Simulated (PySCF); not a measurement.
CHF₂ (SMILES F[CH-]F), charge -1, singlet, geometry from GFN2-xTB. Base run: CCSD/pcseg-1 in PySCF.

PySCF was given this input:
```python
from pyscf import gto, scf, cc

mol = gto.M(
    atom='''
C    -0.12204909   -0.00422136    0.64509125
F    -0.02347795    1.13289904   -0.27210005
F     0.00314120   -1.13074558   -0.28187669
H     0.91532526    0.00594698    1.11524321
''',
    basis='pcseg-1',
    charge=-1,
    verbose=4,
)

mf = scf.RHF(mol)
mf.kernel()

mycc = cc.CCSD(mf)
mycc.kernel()
print('E(CCSD) = %.10f' % mycc.e_tot)
```

The base run was repeated with changes; each row names its change, and settings that it needs were set with it.

```json
[
 {"change": "base", "ΔE vs base (mEh)": "0.000", "MP2 correlation (Eh)": "-0.51336", "CC correlation without the perturbative part (Eh)": "-0.52493", "basis functions": "47"},
 {"change": "cc.direct = True", "ΔE vs base (mEh)": "0.000", "MP2 correlation (Eh)": "-0.51336", "CC correlation without the perturbative part (Eh)": "-0.52493", "basis functions": "47"},
 {"change": "cart = on", "ΔE vs base (mEh)": "-10.880", "MP2 correlation (Eh)": "-0.52125", "CC correlation without the perturbative part (Eh)": "-0.53240", "basis functions": "50"},
 {"change": "cc.diis_space = 3", "ΔE vs base (mEh)": "0.000", "MP2 correlation (Eh)": "-0.51336", "CC correlation without the perturbative part (Eh)": "-0.52493", "basis functions": "47"},
 {"change": "method = ccsd(t)", "ΔE vs base (mEh)": "-9.889", "MP2 correlation (Eh)": "-0.51336", "CC correlation without the perturbative part (Eh)": "-0.52493", "basis functions": "47"},
 {"change": "cc.diis_space = 10", "ΔE vs base (mEh)": "0.000", "MP2 correlation (Eh)": "-0.51336", "CC correlation without the perturbative part (Eh)": "-0.52493", "basis functions": "47"},
 {"change": "density fitting = JK and correlation", "ΔE vs base (mEh)": "0.028", "MP2 correlation (Eh)": "-0.51338", "CC correlation without the perturbative part (Eh)": "-0.52505", "basis functions": "47"},
 {"change": "method = mp2", "ΔE vs base (mEh)": "___", "MP2 correlation (Eh)": "-0.51336", "CC correlation without the perturbative part (Eh)": "-", "basis functions": "47"},
 {"change": "cc.conv_tol = 1e-9", "ΔE vs base (mEh)": "0.000", "MP2 correlation (Eh)": "-0.51336", "CC correlation without the perturbative part (Eh)": "-0.52493", "basis functions": "47"},
 {"change": "method = cisd", "ΔE vs base (mEh)": "___", "MP2 correlation (Eh)": "-", "CC correlation without the perturbative part (Eh)": "-", "basis functions": "47"}
]
```

Q: Some entries are withheld; supply them.

A: 
- method = mp2, ΔE vs base (mEh): 11.568
- method = cisd, ΔE vs base (mEh): 51.940
